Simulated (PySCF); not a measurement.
Species: C₈H₆S₂.
Numbering: `[SH:1][c:2]1[cH:3][cH:4][c:5]2[cH:6][cH:7][s:8][c:9]2[cH:10]1`

NICS = −σ at a ghost point: NICS(0) at the centroid of the ring atoms, NICS(1) 1 Å to either side along the normal of their mean plane, zz for the tensor component along that normal. Level: GIAO PBE0/pcSseg-1 (PySCF, non-relativistic, gas phase) on the GFN2-xTB geometry, one conformer.

Rings: 1. C2–C3–C4–C5–C9–C10; 2. C5–C6–C7–S8–C9.

| set | NICS(0) | NICS(1), two faces | NICS(1)zz, two faces |
| --- | --- | --- | --- |
| P | -9.1 | -11.0 / -11.0 | -26.6 / -26.6 |
| Q | -10.7 | -10.2 / -10.2 | -22.3 / -22.3 |

**Question.** Which set (ppm) belongs to which ring?

**Answer.** P = 1, Q = 2.
- 1 (6-membered carbocycle; formal bonds all aromatic): mean NICS(1)zz -26.6 ppm, shielded. For a flat ring without four-coordinate atoms the NICS criterion counts such a value as aromatic, though in fused rings the probe also feels the neighbouring ring.
- 2 (5-membered ring with S; formal bonds all aromatic): mean NICS(1)zz -22.3 ppm, shielded. For a flat ring without four-coordinate atoms the NICS criterion counts such a value as aromatic, though in fused rings the probe also feels the neighbouring ring.

**Question.** How do the rings differ in shape?

**Answer.** 
| ring | bond lengths (Å) | rms pucker (Å) | HOMA | nearest outside atom to a NICS(1) probe (Å) |
| --- | --- | --- | --- | --- |
| 1 | 1.400, 1.374, 1.397, 1.408, 1.386, 1.383 | 0.00 | 0.96 | hydrogen 2.65 |
| 2 | 1.426, 1.348, 1.734, 1.740, 1.408 | 0.00 | 0.69 | hydrogen 2.51 |

HOMA = 1 − mean of α(R − Ropt)² over the ring bonds, with Krygowski's 1993 parameters (CC: Ropt 1.388 Å, α 257.7 Å⁻²; CS: Ropt 1.677 Å, α 94.09 Å⁻²).

Shape of the structure used: `[SH:1][c:2]1[cH:3][cH:4][c:5]2[cH:6][cH:7][s:8][c:9]2[cH:10]1`: H–S1–C2–C3 180°.
